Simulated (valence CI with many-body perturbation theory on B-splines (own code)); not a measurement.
The numbers below are computed, except where a source is named.
# Sensitivity of CI+MBPT for Zr XVIII

Method: valence CI with perturbative core correlation (CI+MBPT): five valence electrons over a frozen Dirac-Fock core [Ar], a basis of 6 s, 6 p, 5 d, 5 f, 1 g functions for each j, with the one-electron correlation potential Σ1 (screened to all orders), the two-electron term Σ2, the three-electron term Σ3, Breit, model QED; selected single and double excitations, second order for the rest, scaled by the run's own slope (own B-spline code, finite nucleus).

No measured levels were compared; by estimate terms of the open shell hold to 2 to 4 % of their energy, and close levels can change places. Among the levels kept, up to 390 cm⁻¹ of a level comes from second order outside the variational space, and about a tenth of that is noise between levels of different J, which matters for small intervals. Only levels of the ground parity were solved; by the run's estimate the other parity begins above the list, which can be wrong where configurations are misplaced.

The reference run has the lowest level 3d⁵ ⁶S_5/2 and an ionisation energy of 689.047 eV. Its largest variational space holds 9981 state functions.

Names give the largest LS component (configuration and term), which can be under half, so a name can repeat, a term be missing and a line seem to break the LS rules; names also repeat where a configuration has a term twice. Letters in brackets count levels of one name in rising energy.

Changed runs:
A. orbitals per symmetry with explicit Σ2 and valence Breit (the others get mean screening factors) 5 → 4; scale of Σ1 1 → 0
B. correlating orbitals by l 3 3 3 3 1 → 1 6 1 0 2; selection threshold (hartree) 2e-08 → 1e-05
C. logarithmic knot step 0.27 → 0.2
D. start configuration 3d5 → 3d6 (bad on purpose)

Excitation energies of the reference run in cm⁻¹, and shifts in cm⁻¹:

```
                 Level  Reference       A       B        C
        3d⁵ ⁴G_5/2 [a]      83780    +281   +1580     +0.1
            3d⁵ ⁴G_7/2      90285     +42   +1116     +0.1
           3d⁵ ⁴G_11/2      90444    +5.8   +1328     +0.1
            3d⁵ ⁴G_9/2      92673     -41   +1002     +0.1
        3d⁵ ⁴G_5/2 [b]      93367     +43   +1618     +0.1
            3d⁵ ⁴P_3/2      95695     +90   +1968     +0.1
            3d⁵ ⁴P_1/2     101426     -11   +2316     +0.1
            3d⁵ ⁴D_7/2     110510    -102   +1430     +0.1
            3d⁵ ⁴D_5/2     118623    -137   +1850     +0.1
            3d⁵ ⁴D_1/2     118864    -250   +1870     +0.1
            3d⁵ ⁴D_3/2     122072    -275   +1820     +0.1
           3d⁵ ²I_11/2     129331     +66   +1849     +0.1
Ionisation energy (eV)    689.047  -2.251  -0.209  +0.0014
```

Run D: It gave no result: the electrons of core and valence do not add up to the charge. The program said: "core and valence hold 24 electrons, the ion has 23".
